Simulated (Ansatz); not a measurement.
Consider the hydrogenolysis of a C–C bond: `BCC(C)[SiH3]` + H₂ → `BCC[SiH3]` + CH₄.

Gas-phase electronic energies from Ansatz, PBE0-D4/def2-TZVP geometries. CBS: MP2 limit from def2 TZ/QZ plus the TZ coupled-cluster correction, frozen cores. This one scheme is used for every species. Functionals use def2-TZVPP. Each species was taken in one conformer, which may not be the lowest.

`BCC(C)[SiH3]`:

Z-matrix (Å, degrees):
```
C
C 1 1.529
B 1 1.548 2 119.1
H 1 1.097 2 111.6 3 133.9
H 1 1.113 2 109.3 3 -113.0
Si 2 1.883 1 109.4 3 -70.8
C 2 1.526 1 112.7 3 164.7
H 2 1.098 1 108.2 3 44.3
H 3 1.198 1 120.2 2 165.5
H 3 1.199 1 120.9 2 -19.7
H 6 1.489 2 111.6 1 173.9
H 6 1.491 2 110.0 1 52.9
H 6 1.490 2 109.6 1 -65.8
H 7 1.094 2 111.1 1 60.5
H 7 1.093 2 112.1 1 -179.1
H 7 1.095 2 110.9 1 -58.7
```

H₂:

Z-matrix (Å, degrees):
```
H
H 1 0.746
```

`BCC[SiH3]`:

```xyz
13

B     0.324    1.953    0.759
C    -0.024    0.463    0.971
C     0.079    0.062   -0.533
Si   -0.282   -1.767   -0.765
H    -0.536    2.740    0.479
H     1.468    2.308    0.732
H    -1.031    0.255    1.335
H     0.696   -0.117    1.552
H    -0.629    0.631   -1.146
H     1.079    0.267   -0.933
H    -1.654   -2.068   -0.275
H     0.693   -2.568    0.022
H    -0.184   -2.158   -2.197
```

CH₄:

```xyz
5

C     0.000    0.000    0.000
H     0.772    0.595   -0.488
H    -0.982    0.343   -0.324
H     0.085    0.111    1.081
H     0.126   -1.049   -0.269
```

| level | ΔE (kcal/mol) |
| --- | --- |
| PBE0-D4 | -16.9 |
| ωB97M-V | -16.6 |
| B2PLYP | -18.7 |
| r2SCAN | -17.8 |

Problem. What does CCSD(T)/CBS give? (Estimate.)

Solution. Ansatz gave: -16.5 kcal/mol. The listed levels differ from it by -0.4, -0.1, -2.2, -1.3 kcal/mol.

Largest T1 diagnostic among the species: 0.011.

The D4 term adds +2.9 kcal/mol with B3LYP and +1.6 kcal/mol with PBE0; it sums over pairs of atoms, weighted by their polarisabilities, and B3LYP, whose exchange is more repulsive, gets the larger term. In def2-TZVPP, CCSD(T) changes the Hartree–Fock value by +4.5 kcal/mol (the triples alone add +0.8 kcal/mol) and MP2 by +5.1 kcal/mol.

CCSD(T)/CBS has its own doubt, a few kJ/mol and more with outer-core shells, so smaller differences from it don't rank the levels.

B3LYP here is the variant with VWN-RPA as its local correlation; programs differ in this.
